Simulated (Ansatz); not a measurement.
Calculated with Ansatz (gas phase, PBE0-D4/def2-TZVP geometries, no zero-point term in ΔE). CCSD(T)/CBS adds triple-zeta CCSD(T) − MP2 to the extrapolated MP2 energy (def2 sets, frozen cores). Functionals use def2-TZVPP. B3LYP here is the variant with VWN-RPA as its local correlation; programs differ in this. def2 core potentials past Kr. For Te outer-core shells are correlated without core-valence functions, which leaves a few kJ/mol of doubt a bond. Each species was taken in one conformer, which may not be the lowest.

Consider the formal exchange of groups at a Te–Si bond: `[SiH3][SiH2][TeH]` + `COC=S` → `COC(=S)[TeH]` + disilane.

`[SiH3][SiH2][TeH]`:

Z-matrix (Å, degrees):
```
Si
Si 1 2.337
H 1 1.487 2 109.8
H 1 1.487 2 110.0 3 120.1
H 1 1.487 2 109.8 3 -119.8
Te 2 2.500 1 106.5 3 60.0
H 2 1.487 1 110.6 3 -59.9
H 2 1.487 1 110.7 3 -180.0
H 6 1.658 2 92.2 1 -179.9
```

`COC=S`:

Cartesian coordinates in Å:
```
C 0.250 -0.077 -1.041
O 0.695 0.139 0.296
C -0.233 0.101 1.237
S 0.061 0.320 2.804
H 1.135 -0.012 -1.670
H -0.199 -1.067 -1.142
H -0.467 0.692 -1.338
H -1.241 -0.096 0.853
```

`COC(=S)[TeH]`:

Z-matrix (Å, degrees):
```
C
O 1 1.420
H 1 1.092 2 110.6
H 1 1.088 2 105.5 3 118.7
H 1 1.092 2 110.6 3 -122.5
C 2 1.317 1 122.0 3 61.3
Te 6 2.118 2 124.0 1 -0.1
S 6 1.623 2 121.9 1 179.9
H 7 1.669 6 101.9 2 -0.1
```

`[SiH3][SiH3]`:

Z-matrix (Å, degrees):
```
Si
Si 1 2.338
H 1 1.488 2 110.3
H 1 1.488 2 110.3 3 120.0
H 1 1.488 2 110.3 3 -120.0
H 2 1.488 1 110.3 3 59.9
H 2 1.488 1 110.3 3 179.9
H 2 1.488 1 110.3 3 -60.1
```

Question: Is it downhill or uphill in electronic energy at CCSD(T)/CBS, and by how much? (An estimate is asked.)

Answer: The calculation gave: Uphill: ΔE = +86.9 kJ/mol.

Question: What do these levels give: r2SCAN-D4, PBE0-D4, B3LYP-D4, ωB97M-V, B2PLYP, PBE, r2SCAN, B3LYP, HF/def2-TZVPP, CCSD/def2-TZVPP, SCS-MP2/def2-QZVPP, MP2/CBS(def2)? (Best estimate.)

Answer: Computed: r2SCAN-D4 81.3, PBE0-D4 89.5, B3LYP-D4 81.8, ωB97M-V 91.5, B2PLYP 85.9, PBE 80.2, r2SCAN 82.0, B3LYP 87.5, HF/def2-TZVPP 114.8, CCSD/def2-TZVPP 93.9, SCS-MP2/def2-QZVPP 86.3, MP2/CBS(def2) 83.5 kJ/mol.

Largest T1 diagnostic among the species: 0.017.

From PBE to PBE0 (25 % exact exchange), in def2-TZVPP and without D4, ΔE moves by +12.0 kJ/mol. In def2-TZVPP, CCSD(T) changes the Hartree–Fock value by −27.8 kJ/mol (the triples alone add −6.9 kJ/mol) and MP2 by −31.2 kJ/mol.
